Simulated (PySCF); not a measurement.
This PySCF input asks for the NMR shieldings of `[BH3-][N+]#CC[SiH2]C#C`, C4H8BNSi; the geometry comes from GFN2-xTB.

```python
import basis_set_exchange as bse
import numpy as np
from pyscf import gto, dft
from pyscf.prop import nmr

atoms = """
B    -2.603541    1.436650    0.301911
N    -1.662996    0.310089    0.199569
C    -0.928886   -0.572726    0.119993
C     0.027637   -1.621087    0.065174
Si    1.720304   -1.021870    0.786536
C     2.297939    0.329351   -0.327541
C     2.651383    1.215603   -1.059939
H    -3.073314    1.360904    1.397535
H    -3.413838    1.276433   -0.559973
H    -1.941974    2.419111    0.146128
H     0.155939   -1.937425   -0.971490
H    -0.339662   -2.475435    0.636491
H     1.514545   -0.535594    2.150007
H     2.632030   -2.168144    0.714229
H     2.960020    1.992128   -1.699715
"""
names = dict.fromkeys(["B", "N", "C", "Si", "H"], "pcSseg-1")
basis = {el: gto.basis.parse(bse.get_basis(n, elements=[el], fmt="nwchem")) for el, n in names.items()}
mol = gto.M(atom=atoms, basis=basis, charge=0, verbose=0)
mf = dft.RKS(mol, xc="PBE0")
mf.grids.level = 2
mf.grids.alignment = dft.numint.BLKSIZE   # the property module wants whole blocks of grid points
mf.conv_tol = 1e-9
mf.kernel()

calc = nmr.RKS(mf)   # GIAO
C = mf.mo_coeff
Co = C[:, mf.mo_occ > 0]
resp = mf.gen_response(singlet=True, hermi=2)
def vind(x):   # induced exchange potential for any number of trial vectors
    d = np.einsum("pi,xij,qj->xpq", C, 2 * x.reshape(-1, C.shape[1], Co.shape[1]), Co, optimize=True)
    return np.einsum("xpq,pi,qj->xij", resp(d - d.transpose(0, 2, 1)), C, Co, optimize=True).ravel()
mo1, _ = nmr.rhf.solve_mo1(calc, with_cphf=vind)
sigma = calc.kernel(mo1)
for i, s in enumerate(sigma):   # ppm
    w = np.linalg.eigvalsh((s + s.T) / 2)
    print("%2d %-2s iso %8.1f  s11 %8.1f  s22 %8.1f  s33 %8.1f" % (i, mol.atom_pure_symbol(i), w.mean(), *w))
```

Question: What does it print?

Answer: 
```
 0 B  iso    143.0  s11    131.0  s22    131.6  s33    166.4
 1 N  iso     33.5  s11   -121.9  s22   -103.7  s33    326.2
 2 C  iso     72.5  s11    -23.1  s22    -15.1  s33    255.6
 3 C  iso    184.8  s11    175.9  s22    182.0  s33    196.4
 4 Si iso    414.7  s11    397.7  s22    412.8  s33    433.7
 5 C  iso    105.4  s11     10.9  s22     17.6  s33    287.8
 6 C  iso     77.0  s11     -9.7  s22     -7.3  s33    248.0
 7 H  iso     29.8  s11     26.6  s22     28.8  s33     34.1
 8 H  iso     29.8  s11     26.5  s22     28.8  s33     34.1
 9 H  iso     29.8  s11     26.2  s22     29.3  s33     33.8
10 H  iso     29.6  s11     25.4  s22     27.2  s33     36.1
11 H  iso     29.9  s11     24.5  s22     27.8  s33     37.3
12 H  iso     27.0  s11     23.9  s22     25.1  s33     31.9
13 H  iso     27.1  s11     23.5  s22     25.1  s33     32.8
14 H  iso     29.5  s11     24.3  s22     24.7  s33     39.4
```

These numbers come from an equivalent density-fitted implementation of the same equations, which agrees with the script to about 0.01 ppm for H and up to a few tenths of a ppm for heavy atoms, so last digits may differ.

Size and cost of the density-fitted run: 166 basis functions, 17 s wall time on 1 thread of an Arm Neoverse V2, shared host; peak memory 0.74 GiB.
